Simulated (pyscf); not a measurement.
## H₂Ge=Te (SMILES [GeH2]=[Te]), singlet

Gas-phase minimum from PySCF at ωB97X-D3(BJ)/def2-SVP, one conformer. 

```
Ge
H 1 1.5372
H 1 1.5373 2 110.10
Te 1 2.3281 2 124.96 3 180.00
```

Properties at ωB97X-D3(BJ)/def2-SVP:

- Harmonic wavenumbers, unscaled: 351, 505, 528, 903, 2174, 2175 cm⁻¹
- Zero-point energy: 9.5 kcal/mol
- Rotational symmetry number: 2
- Entropy of this conformer at 298 K and 1 atm, rigid rotor and harmonic oscillator, modes under 100 cm⁻¹ raised to 100: 279.5 J/(mol K)
- Dipole moment: 2.24 D

Single-point totals, which compare only within one level (frozen core for MP2 and CC):

| level | total energy (hartree) |
|---|---|
| ωB97X-D3(BJ)/def2-TZVP | -2346.27060 |
| PBE/def2-TZVP | -2345.90768 |
| r²SCAN/def2-TZVP | -2346.32593 |
| B3LYP-D3(BJ)/def2-TZVP | -2346.37613 |
| PBE0-D3(BJ)/def2-TZVP | -2345.98149 |
| M06-2X/def2-TZVP | -2346.14535 |
| ωB97M-D3(BJ)/def2-TZVP | -2346.31193 |
| HF/def2-TZVPP | -2343.53744 |
| MP2/def2-TZVPP | -2344.24570 |
| CCSD/def2-TZVPP | -2344.22787 |
| CCSD(T)/def2-TZVPP | -2344.25081 |

The CCSD(T) − MP2 part came from Ansatz, without density fitting, on the same reference. The frozen core leaves the outer d or s,p core shells of the metals and heavy elements correlated in the MP2 and CC values, and def2-TZVPP describes them poorly, so these totals are far from the basis limit. Elements up to Kr have no core potential and no relativistic terms here. Elements past Kr carry the def2 core potentials, without spin-orbit coupling.
